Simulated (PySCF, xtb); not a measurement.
C4H6NO, SMILES O=C1CCC[N]1, multiplicity 2. Other conformers were not sampled.

Harmonic wavenumbers (cm⁻¹) from GFN2-xTB (xtb) at its own minimum, in rising order: 138, 215, 414, 519, 576, 636, 712, 824, 877, 966, 992, 1007, 1057, 1115, 1151, 1169, 1181, 1265, 1291, 1339, 1424, 1470, 1483, 1811, 2912, 2975, 2993, 3005, 3011, 3031.

**Question.** What does PBE0-D3(BJ)/def2-SVP in PySCF give at its own minimum? (The exact figures need the calculation; the answer reports its results.)

**Answer.** 114, 176, 496, 517, 620, 686, 815, 845, 864, 937, 1000, 1019, 1085, 1116, 1192, 1209, 1215, 1288, 1312, 1342, 1399, 1428, 1473, 1720, 2974, 3074, 3086, 3096, 3154, 3162. Paired by order, the mean absolute difference is 47 cm⁻¹ and the zero-point energies are 59.4 and 60.6 kcal/mol.
